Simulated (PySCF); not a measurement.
# Fractional electron number in W²⁺ (tungsten, charge +2)

The 5d alpha orbital of [Xe] 4f14 5d4 is emptied in steps (occupation f), with all orbitals relaxed, ending at [Xe] 4f14 5d3. All numbers are calculated (PySCF 2.14, a scalar-relativistic core potential, in aug-cc-pVTZ-PP with ECP60MDF (6s6p5d3f2g, 88 functions)). The exact energy is a straight line in f; departures are measured from the line between the end points of the same method.

```tsv
f	BLYP (eV)
1	0.000
0.8	-0.856
0.6	-1.292
0.4	-1.299
0.2	-0.869
0	0.000
```

Problem. For BLYP, how does the orbital energy at f = 1 compare with the removal energy?

Solution. −ε = 20.471 eV against a total-energy difference of 25.769 eV. By Janak's theorem ε = ∂E/∂f, so the gap between them reflects the curvature. Along the path −ε is 22.526 (f = 0.8), 24.656 (f = 0.6), 26.825 (f = 0.4), 29.013 (f = 0.2) eV.

Reference removal energy between the ground levels: 26 ± 0.4 eV (semi-empirical (NIST evaluation); NIST Atomic Spectra Database, ionization energies). The calculation has no spin-orbit coupling. The determinant left behind need not be the lowest term of the ion.
